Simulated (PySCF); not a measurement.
A small calculation by hand: chemical shift, span and skew from a shielding tensor

B(Cl)(Br)(OMe) (CH3BBrClO), SMILES COB(Cl)Br. Atoms are numbered in the order given.

```xyz
8

B     -0.2286    -0.5684     0.1180
Cl    -0.5875    -1.2402     1.7075
Br     0.4820     1.2381    -0.0007
O     -0.4562    -1.3212    -0.9541
C     -0.2484    -1.0043    -2.3203
H      0.4646    -1.7280    -2.7423
H     -1.2074    -1.1008    -2.8503
H      0.1428     0.0158    -2.4471
```

Coordinates come from a B3LYP-D3(BJ)/def2-SVP optimisation. The values are those of a single conformer.

GIAO shieldings from PBE0/pcSseg-1 (PySCF), non-relativistic, no solvent. The symmetric part of the tensor of C5 has the principal values 97.3, 98.3, 180.4 ppm. The same nucleus in TMS has σ = 186.3 ppm at this level (PySCF, at its B3LYP-D3(BJ)/def2-TZVP geometry). Without spin–orbit terms, shifts of atoms bonded to Cl or Br come out too high.

Work out the isotropic shielding, the ¹³C shift against TMS, the span and the skew.


σ(iso) = (σ11 + σ22 + σ33)/3 = 125.3 ppm. δ = σ(ref) − σ(iso) = 186.3 − (125.3) = 61.0 ppm.
Span Ω = σ33 − σ11 = 83.1 ppm. Skew κ = 3(σ(iso) − σ22)/Ω = 0.98, an axial tensor. Tumbling in solution averages the tensor to δ; in a static solid the shielding alone would spread this spin-1/2 line over Ω.
